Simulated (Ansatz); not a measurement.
`[SiH3]C([SiH3])[SiH3]` + `BO` → `BOC([SiH3])[SiH3]` + SiH₄ at 500 K and 1 bar (substitution at a C–Si bond).

Gas-phase electronic energies from Ansatz, PBE0-D4/def2-TZVP geometries. CCSD(T)/CBS is the MP2 limit (def2-TZVPP, def2-QZVPP) plus CCSD(T) − MP2 in def2-TZVPP, frozen cores. This one scheme is used for every species. Each species was taken in one conformer, which may not be the lowest.

```csv
species,CCSD(T)/CBS energy (Eh),H − E (kJ/mol),S (J/(mol·K))
`[SiH3]C([SiH3])[SiH3]`,-911.30473,300.3,451.6
`BO`,-101.80414,113.6,256.0
`BOC([SiH3])[SiH3]`,-721.59521,303.0,462.8
SiH₄,-291.46306,102.4,230.9
```

H − E and S are ideal-gas, rigid-rotor, harmonic terms from PBE0-D4/def2-TZVP, for one conformer and one mirror image of each species. 1 Eh = 2625.50 kJ/mol, R = 8.31446 J/(mol·K).

**Question.** By hand: ΔE, ΔH, ΔS and ΔG.

**Answer.** ΔE = (-721.59521) + (-291.46306) − (-911.30473) − (-101.80414) = 0.05060 Eh = 132.9 kJ/mol. Δ(H − E) = 303.0 + 102.4 − 300.3 − 113.6 = -8.5, so ΔH = 124.4 kJ/mol. ΔS = 462.8 + 230.9 − 451.6 − 256.0 = -13.9 J/(mol·K). ΔG = 124.4 − 500 × (-13.9)/1000 = 131.3 kJ/mol.

**Question.** By hand: the equilibrium constant, and the temperature at which ΔG would vanish if ΔH and ΔS stayed fixed.

**Answer.** log₁₀ K = −ΔG/(RT ln 10) = -13.7. ΔH and −TΔS have one sign here, so there is no such temperature.

The number of gas molecules stays the same, so ΔS is small and ΔH decides. A doubt of 5 kJ/mol in ΔE shifts log₁₀ K by 0.5 here. Other conformers and mirror images would add mixing entropy, several J/(mol·K) or more a flexible species. Modes under 60 cm⁻¹, often nearly free rotors, make the harmonic entropy too high. These are equilibria of isolated gas molecules and say nothing of rates. Largest T1 diagnostic: 0.014 (customary marks: 0.02 for closed shells, 0.045 for open ones).
